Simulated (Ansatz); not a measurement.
The same atomization along the group O, Se, Te.

Gas-phase electronic energies from Ansatz, PBE0-D4/def2-TZVP geometries. CCSD(T)/CBS adds triple-zeta CCSD(T) − MP2 to the extrapolated MP2 energy (def2 sets, frozen cores). This one scheme is used for every species, atoms too. DFT in def2-TZVPP. Open shells (•) are unrestricted, without spin–orbit coupling. Spin–orbit coupling would lower the free atoms: a little for C, O; clearly for Se; strongly for Te. def2 core potentials past Kr. Bonds to Se, Te are less sure, by a few kJ/mol each and by 10 to 20 or more in all where they break to atoms, as the def2 sets lack core-valence functions. Scalar relativity is left out up to krypton. One conformer a species, not always the lowest.

```
                       reaction  r2SCAN-D4 (kJ/mol)
  `C=CC[O]`• → 3 C• + 5 H• + O•                3566
`C=CC[Se]`• → 3 C• + 5 H• + Se•                3437
`C=CC[Te]`• → 3 C• + 5 H• + Te•                3396
```

Problem. Give the CCSD(T)/CBS values in the same order. (Estimate.)

Solution. Computed: 3525, 3416, 3387 kJ/mol.

Largest T1 diagnostic: 0.020, for `C=CC[O]`•.

For atomizations the MP2-based limit and the directly extrapolated one differ by several kJ/mol either way, and by 10 to 25 for some Ge, Se and Sn compounds, so smaller differences from it don't rank the levels.
